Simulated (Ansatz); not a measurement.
Ansatz (a first-principles code) input (B2PLYP/def2-TZVPD):

Ansatz 0.2 input:
```yaml
crystal:
  periodic: [false, false, false]
  atoms:
    - {symbol: Pb, position_ang: [0.02234031, 0.02121021, 0.02109432]}
    - {symbol: H, position_ang: [0.64612188, -1.25899188, -1.22459090]}
    - {symbol: H, position_ang: [-1.22547334, 0.71060977, -1.22286783]}
    - {symbol: H, position_ang: [-1.25255404, -1.19085544, 0.71772460]}
basis:
  gaussian:
    orbitals: def2-TZVPD
hamiltonian:
  xc: {name: B2PLYP}
total_charge: -1
magnetization: {spin_polarized: false}
correlation: {electrons: outside_noble_gas}
```

End of the output:

```
integrals: 0.04 GiB planned
779 factors; integrals over basis functions are off by at most 9.6e-4 eV
mean field: 0.24 GiB planned
mean field evaluation 1: about -5286.3763 eV, gradient 1.2e1 eV
mean field evaluation 2: about -5286.3767 eV, gradient 1.2e1 eV
mean field evaluation 4: about -5286.7616 eV, gradient 8.4e-1 eV
mean field evaluation 8: about -5286.7633 eV, gradient 1.1e-2 eV
mean field evaluation 16: about -5286.7633 eV, gradient 3.0e-6 eV
mean field -5286.76325312 eV, -194.2849660552 hartree, gradient 3.0e-6 eV, S^2 0.000000; 0 other end points of the search recorded, 0 dependent functions left out
9 core orbitals not correlated
reference -5286.76338660 eV, -194.2849709607 hartree; 4, 4 occupied and 70, 70 virtual orbitals, 779 factors
second order -4.11895491 eV of doubles, -0.00000000 eV of singles
Total energy: -5287.87550443 eV, -194.3258405370 hartree
```

Whether it binds its extra electron was not tested at this geometry.
